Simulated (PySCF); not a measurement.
Species: 3-furoic acid, C₅H₄O₃.
Numbering: `[O:1]=[C:2]([OH:3])[c:4]1[cH:5][cH:6][o:7][cH:8]1` (hydrogens: H9 on O3; H10 on C5; H11 on C6; H12 on C8)

Computed with PySCF, PBE0-D3(BJ)/def2-SVP geometry optimisation, gas phase.

Problem. List the bond lengths, angles and torsions at this level.

Solution. 
```csv
bond,length (bohr)
O1=C2,2.279
C2–O3,2.535
C2–C4,2.773
C4–C5,2.711
C5–C6,2.568
C6–O7,2.562
O7–C8,2.525
C4–C8,2.587
O3–H9,1.832
C5–H10,2.054
C6–H11,2.053
C8–H12,2.054
```

A selection of angles:
```csv
angle,degrees
O1–C2–O3,122.8
O1–C2–C4,125.0
O3–C2–C4,112.2
C2–O3–H9,106.2
C2–C4–C5,129.5
C2–C4–C8,124.5
C5–C4–C8,106.0
C4–C5–C6,105.5
C4–C5–H10,126.9
C6–C5–H10,127.6
C5–C6–O7,110.4
C5–C6–H11,133.6
O7–C6–H11,116.1
C6–O7–C8,107.9
O7–C8–H12,117.7
C4–C8–O7,110.2
C4–C8–H12,132.2
```

Torsions: O1–C2–C4–C5 -179° (antiperiplanar); H9–O3–C2–O1 0° (synperiplanar).

Of the pairs four or more bonds apart, O3···H10 is among the closest relative to their van der Waals radii: 2.79 Å, 103 % of the sum of Bondi's values. The 4 C–O bonds span 1.206 Å (O1=C2, drawn double) to 1.356 Å (C6–O7, aromatic), a spread of 0.150 Å. The 4 C–C bonds span 1.359 Å (C5–C6, aromatic) to 1.468 Å (C2–C4, drawn single), a spread of 0.109 Å. The 5-membered ring C4–C5–C6–O7–C8 has internal angles of 105.5° to 110.4°; it is planar, 0.00 Å rms from its mean plane, widest ring torsion 0°. The 8 heavy atoms lie in one plane (0.005 Å rms).

Point group: Cs (every atom within 0.08 Å of its image). PBE0-D3(BJ)/def2-SVP frequencies: not computed here. The numbers are those of one conformer (O1–C2–O3–H 0°, O1–C2–C4–C5 -179°).
